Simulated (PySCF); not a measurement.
Species: C2H9NSSi2.
Structure used (GFN2-xTB), in Å, numbered top down from 1:
```
atom  x, y, z in Å
C1     2.0630    0.1380   -0.1396
C2     0.8245   -0.6565    0.0896
S3     0.9145   -2.2707    0.4157
N4    -0.3840   -0.0954    0.0453
Si5   -1.6630   -1.3178    0.3401
Si6   -0.6428    1.6090   -0.2823
H7     2.9254   -0.5238   -0.1509
H8     2.0041    0.6754   -1.0855
H9     2.1898    0.8711    0.6572
H10   -2.8556   -0.4687    0.2177
H11   -1.5776   -1.7771    1.7166
H12   -1.6777   -2.2690   -0.7594
H13   -0.2228    1.8639   -1.6615
H14   -2.0629    1.8526   -0.0945
H15    0.1608    2.3770    0.6698
```

Jobs on this species (15 atoms, 72 electrons) with PySCF (density fitting). Hardware of each: one thread of an AMD EPYC 7R43, no GPU, shared host. Other jobs ran on the host; a repeat could differ by tens of per cent or more. Peak memory is the resident size of the whole Python process, interpreter and libraries included.

Problem. Rank these jobs by wall time, shortest first.
A. PBE/pcSseg-1, level shift 0.3 Eh; shieldings; 168 basis functions
B. PBE0/pcseg-1, IEF-PCM chloroform, energy threshold 1e-07 Eh, fitting basis def2-qzvpp-jkfit; shieldings; 141 basis functions
C. wB97X-D/STO-3G, fitting basis def2-universal-jkfit; spin–spin couplings from 14 perturbed nuclei, spin–dipole term for 3 of them; 51 basis functions

Solution. C (9.7 s), B (16 s), A (40 s).

All jobs:

```json
{"level and settings": "wB97X-D/STO-3G, fitting basis def2-universal-jkfit", "work": "spin–spin couplings from 14 perturbed nuclei, spin–dipole term for 3 of them", "basis functions": "51", "SCF cycles": "10", "wall time": "9.7 s", "peak memory": "0.75 GiB"}
{"level and settings": "PBE0/pcseg-1, IEF-PCM chloroform, energy threshold 1e-07 Eh, fitting basis def2-qzvpp-jkfit", "work": "shieldings", "basis functions": "141", "SCF cycles": "8", "wall time": "16 s", "peak memory": "0.87 GiB"}
{"level and settings": "PBE/pcSseg-1, level shift 0.3 Eh", "work": "shieldings", "basis functions": "168", "SCF cycles": "16", "wall time": "40 s", "peak memory": "0.75 GiB"}
```

Problem. What do all jobs in the table cost together?

Solution. About 66 s; the longest takes about 61 % of that, and about 4.1 times as long as the shortest.

The pairwise dispersion term of wB97X-D wasn't added to the energies; at a given geometry it leaves orbitals and properties as they are.
